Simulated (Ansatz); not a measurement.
# C2H7InO (SMILES [CH3][In]([CH3])[OH]): the vertical ionisation energy from total energies

C2H7InO has 11 atoms, charge 0, and is taken as a singlet. As SMILES, `[CH3][In]([CH3])[OH]`. The shape is that of a PBE0-D4/def2-TZVP optimisation.

Both states at this one shape; open shells run unrestricted unless said. 1 Eh = 27.2114 eV.

```tsv
level	program	singlet C2H7InO (Eh)	doublet C2H7InO+ (Eh)	HOMO of the first (eV)
HF/3-21G	Ansatz	-5868.575504	-5868.282318	-10.00
HF/def2-SVP (core potential)	Ansatz	-343.756466	-343.446466	-10.18
PBE/def2-SVP (core potential)	Ansatz	-345.461121	-345.130791	-5.94
```

Question: Work out the vertical ionisation energy at each level.

Answer: 
1. HF/3-21G: -5868.282318 − (-5868.575504) = 0.293186 Eh = 7.98 eV; −ε(HOMO) = 10.00 eV.
2. HF/def2-SVP (core potential): -343.446466 − (-343.756466) = 0.310000 Eh = 8.44 eV; −ε(HOMO) = 10.18 eV.
3. PBE/def2-SVP (core potential): -345.130791 − (-345.461121) = 0.330330 Eh = 8.99 eV; −ε(HOMO) = 5.94 eV.

No measured value is set beside it here; the levels span 7.98 to 8.99 eV. In Hartree–Fock, −ε(HOMO) (Koopmans) exceeds the difference of totals by the orbital relaxation of the ion. In semi-local functionals −ε(HOMO) lies far under the ionisation energy, a result of self-interaction. Hartree–Fock favours the state with fewer electron pairs, since it lacks pair correlation. Spin-orbit coupling is left out. All-electron rows are non-relativistic unless named.
